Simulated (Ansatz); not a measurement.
Geometry optimisation, RHF/def2-SVP (Ansatz 0.2.0).

input.yaml

```yaml
crystal:
  periodic: [false, false, false]
  atoms:
    - { symbol: Zr, position_ang: [-0.594704, -0.145209, -0.525082] }
    - { symbol: Cl, position_ang: [-0.15484, 1.163087, 2.926609] }
    - { symbol: Cl, position_ang: [1.529823, -0.975769, 0.047471] }
    - { symbol: Cl, position_ang: [-0.52684, 2.153905, -1.007172] }
    - { symbol: Cl, position_ang: [-1.278876, -1.232265, -2.486527] }
    - { symbol: S, position_ang: [-2.389213, -0.744538, 1.15388] }
    - { symbol: H, position_ang: [-3.118105, -1.521098, 0.343373] }
    - { symbol: H, position_ang: [-1.226644, 0.429086, 3.167849] }
basis:
  gaussian: { orbitals: def2-SVP }
hamiltonian:
  xc: hf
relax:
  f_tol: 0.03
  max_steps: 50
```

Command:

```bash
$ ansatz run input.yaml --threads 2 --pin off --max-ram 3072MiB --backend cpu --events-out ev --progress --plain --runs-dir out
```

Q: Where does it end, and by what steps?

A: The run converged. The force dipped under the threshold on the way, but the program's further checks kept it going. After 22 steps the energy has fallen by 0.103 eV; H8 moved furthest, 0.68 Å.

| step | energy less start (eV) | largest force component (eV/Å) | accepted |
| --- | --- | --- | --- |
| 0 | 0.0000 | 1.208 | yes |
| 1 | -0.0229 | 0.966 | yes |
| 2 | -0.0228 | 1.299 | no |
| 3 | -0.0757 | 0.579 | yes |
| 4 | -0.0915 | 0.043 | yes |
| 5 | -0.0927 | 0.035 | yes |
| 6 | -0.0931 | 0.013 | yes |
| 7 | -0.0751 | 0.700 | no |
| 8 | -0.0931 | 0.242 | no |
| 9 | -0.0943 | 0.043 | yes |
| 10 | -0.0943 | 0.220 | yes |
| 11 | -0.0962 | 0.156 | yes |
| 12 | -0.0988 | 0.063 | yes |
| 13 | -0.1008 | 0.023 | yes |
| 14 | -0.0755 | 0.990 | no |
| 15 | -0.0999 | 0.272 | no |
| 16 | -0.1013 | 0.077 | yes |
| 17 | -0.1011 | 0.164 | no |
| 18 | -0.1017 | 0.034 | yes |
| 19 | -0.1020 | 0.027 | yes |
| 20 | -0.1025 | 0.094 | yes |
| 21 | -0.1027 | 0.058 | yes |
| 22 | -0.1031 | 0.014 | yes |

```xyz
8
Properties=species:S:1:pos:R:3
Zr -0.697 -0.103 -0.395
Cl -0.377 1.358 2.574
Cl 1.337 -1.073 0.325
Cl -0.541 2.199 -0.904
Cl -1.173 -1.165 -2.437
S -2.634 -0.768 0.982
H -3.104 -1.685 0.127
H -0.570 0.364 3.350
```

Whether the end is a true minimum wasn't checked by a vibrational analysis.

Time of the run: 48 s on 2 threads of Intel(R) Xeon(R) 6975P-C (Granite Rapids), on a shared host, peak memory 0.38 GiB.
